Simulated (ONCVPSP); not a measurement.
Hf: variants of one ONCV potential

Base potential:

```json
{
  "Element": "Hf (Z = 72)",
  "Generator": "ONCVPSP 4.0.1",
  "Type": "optimised norm-conserving Vanderbilt (ONCV)",
  "Functional": "PW91",
  "Relativity": "scalar-relativistic",
  "Frozen core": "[Kr] 4d10 4f14 5s2",
  "Valence charge": "10",
  "Reference configuration": "5p6 5d2 6s1.5 (charge +0.5)",
  "Partial waves": "6s: rc 2.95 bohr, ncon 4, nbas 7, qcut 2 1/bohr, 1 projector; 5p: rc 1.90 bohr, ncon 5, nbas 9, qcut 7.1 1/bohr, 2 projectors, debl 0.9 Ha; 5d: rc 2.05 bohr, ncon 4, nbas 7, qcut 5.2 1/bohr, 2 projectors, debl 2 Ha",
  "Local potential": "polynomial inside 1.30 bohr (lpopt 3, dvloc0 4 Ha)",
  "Core correction": "polynomial model core, fcfact 0.55"
}
```

In the p channel the program set the typed energies aside and used -1.431, 0.250 Ha.

All-electron outer shells of the reference configuration (PW91, scalar-relativistic, ld1.x):

```tsv
shell	level (eV)	outermost node (bohr)	outermost maximum (bohr)
5p	-38.93	0.60	1.16
4f	-20.19	–	0.45
6s	-8.00	1.36	2.85
5d	-5.87	0.67	1.69
```

Cutoffs, loose and tight: the cutoffs (Ha) at which the residual kinetic energy of the hardest occupied pseudo-wave falls to 1 and 0.1 mHa per electron. They do not see the model core or the augmentation charge, which bear on the density cutoff. Test errors are all-electron minus pseudo excitation energies from the reference, over the configurations 5p6 5d2 6s2; 5p6 5d2 6s1; 5p6 5d2 6s0; 5p6 5d3 6s0. A dash means not determined; rows that change the core or the reference have their own tests.

A true bound ghost makes a file unfit for plane-wave use even where its test errors are small: the radial tests pick states by their node count and pass the ghost by.

| change | outcome | cutoff, loose | cutoff, tight | bound ghosts | GHOST(+) flags above zero | largest test error (meV) |
| --- | --- | --- | --- | --- | --- | --- |
| base | generated, projector energies reset by the program | 18 Ha | 22 Ha | s | none | -39 |
| reference 5p6 5d2 6s1.75 6p0.25; wave 5p: rc 1.90 bohr, ncon 5, nbas 9, qcut 7.1 1/bohr, 2 projectors, debl 0.9 Ha becomes 5p+6p: rc 1.90 bohr, ncon 5, nbas 9, qcut 7.1 1/bohr, 2 projectors | generated | 18 Ha | 22 Ha | s | none | -27 |
| core [Kr] 4d10 4f14, valence charge 12; reference 5s2 5p6 5d2 6s1.5; waves now 5s+6s: rc 1.65 bohr, ncon 4, nbas 9, qcut 9.1 1/bohr, 2 projectors; 5p: rc 1.50 bohr, ncon 3, nbas 7, qcut 5.1 1/bohr, 1 projector; 5d: rc 2.55 bohr, ncon 4, nbas 9, qcut 7.4 1/bohr, 2 projectors, debl 2.7 Ha; local potential polynomial inside 1.30 bohr (lpopt 5, dvloc0 1 Ha) | generated | 25 Ha | 76 Ha | none | s | -12 |
| d: qcut 6.6 | generated, projector energies reset by the program | 18 Ha | 22 Ha | s | none | -40 |
| s: rc 3.14 | generated, projector energies reset by the program | 18 Ha | 22 Ha | s | none | -31 |
| core correction polynomial model core, fcfact 0.54 | generated, projector energies reset by the program | 18 Ha | 22 Ha | s | none | -39 |
| s: qcut 1.3 | generated, projector energies reset by the program | 18 Ha | 22 Ha | s | none | -21 |
| functional LDA (Perdew-Zunger) | generated, projector energies reset by the program | 17 Ha | 22 Ha | s | none | -34 |
| local potential polynomial inside 1.30 bohr (lpopt 3, dvloc0 -1.5 Ha) | generated, projector energies reset by the program | 18 Ha | 22 Ha | s | none | -39 |
| d: rc 2.3 | generated, projector energies reset by the program | 18 Ha | 22 Ha | s | d | -37 |
| all radii but the core radius scaled by about 0.96 (s 2.82, p 1.82, d 1.96 bohr); local potential polynomial inside 1.24 bohr (lpopt 3, dvloc0 4 Ha) | generated, projector energies reset by the program | 19 Ha | 23 Ha | s | none | -44 |
| s: qcut 1.5; p: qcut 5.4; d: qcut 3.9 | generated, projector energies reset by the program | 29 Ha | 42 Ha | s | none | -20 |
